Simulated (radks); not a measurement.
Problem. The selenium ion Se3+, configuration [Ar] 3d10 4s2 4p(up 1, down 0). Calculated with a radial shooting solver on a logarithmic mesh with Libxc functionals: non-relativistic Kohn-Sham, PBE, spin-polarised, spherical densities, point nucleus. Some entries of the table are withheld. Estimate them.

orbital,occ.,eigenvalue (hartree),<1/r> (bohr^-1),r(max) (bohr)
1s up,1,-453.4277,33.50,0.02971
1s down,1,-453.4251,33.50,0.02971
2s up,1,-58.74283,7.405,0.1682
2s down,1,-58.74159,7.405,0.1682
2p up,3,-52.88828,7.381,0.1333
2p down,3,-52.88587,7.381,0.1333
3s up,1,-8.91243,2.427,0.5117
3s down,1,-8.90869,2.427,0.5117
3p up,3,-6.89840,2.312,0.5043
3p down,3,-6.89406,2.312,0.5044
3d up,5,-3.33396,(1),(2)
3d down,5,-3.32791,(3),(4)
4s up,1,-1.80458,0.7919,1.476
4s down,1,-1.75593,0.7951,1.467
4p up,1,-1.35809,0.6910,1.650
4p down,0,-1.30867,0.6904,1.644

Solution. 
(1) 3d up <1/r> (bohr^-1): 2.042
(2) 3d up r(max) (bohr): 0.4517
(3) 3d down <1/r> (bohr^-1): 2.045
(4) 3d down r(max) (bohr): 0.4517
